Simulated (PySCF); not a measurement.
From computed data to an observable: entropy of an ideal gas

Ga(H)(OH)2 (GaH₃O₂), SMILES [OH][GaH][OH].

The structure is a stationary point at PBE-D3(BJ)/def2-TZVP. The values are those of a single conformer.

PBE-D3(BJ)/def2-TZVP run with PySCF gives the harmonic wavenumbers 180, 341, 373, 485, 544, 651, 678, 823, 861, 1985, 3720, 3738 cm⁻¹ and the rotational temperatures 0.8534, 0.3081, 0.2264 K. The molar mass is 104.74 g/mol, the symmetry number 1, the spin multiplicity 1.

Work out the entropy at 298.15 K and 1 atm in the rigid-rotor, harmonic-oscillator model.


Translation (Sackur–Tetrode at 1 atm): S = R[1.5 ln M + 2.5 ln T − 1.16487] = 166.8 J/(mol K).
Rotation: q = (√π/σ) T^1.5/√(θA θB θC) = 37400, S = R[ln q + 3/2] = 100.0 J/(mol K).
Vibration: with u = 1.4388 ν/T, each mode gives R[u/(e^u − 1) − ln(1 − e^−u)]:
```json
[
 {"ν (cm⁻¹)": "180", "modes": "1", "u": "0.87", "S (J/(mol K))": "9.74"},
 {"ν (cm⁻¹)": "341", "modes": "1", "u": "1.65", "S (J/(mol K))": "5.05"},
 {"ν (cm⁻¹)": "373", "modes": "1", "u": "1.80", "S (J/(mol K))": "4.47"},
 {"ν (cm⁻¹)": "485", "modes": "1", "u": "2.34", "S (J/(mol K))": "2.92"},
 {"ν (cm⁻¹)": "544", "modes": "1", "u": "2.63", "S (J/(mol K))": "2.33"},
 {"ν (cm⁻¹)": "651", "modes": "1", "u": "3.14", "S (J/(mol K))": "1.55"},
 {"ν (cm⁻¹)": "678", "modes": "1", "u": "3.27", "S (J/(mol K))": "1.39"},
 {"ν (cm⁻¹)": "823", "modes": "1", "u": "3.97", "S (J/(mol K))": "0.79"},
 {"ν (cm⁻¹)": "861", "modes": "1", "u": "4.15", "S (J/(mol K))": "0.68"},
 {"ν (cm⁻¹)": "1985", "modes": "1", "u": "9.58", "S (J/(mol K))": "0.01"}
]
```
The stiffer modes add less than 0.005 each. Sum 28.9 J/(mol K).
Spin: R ln 1 = 0.0 J/(mol K).
Total 295.7 J/(mol K); the program's own thermochemistry gives 295.7. Translation makes up 56 % and vibration 10 %. Anharmonicity, hindered rotation and orbital degeneracy are left out.
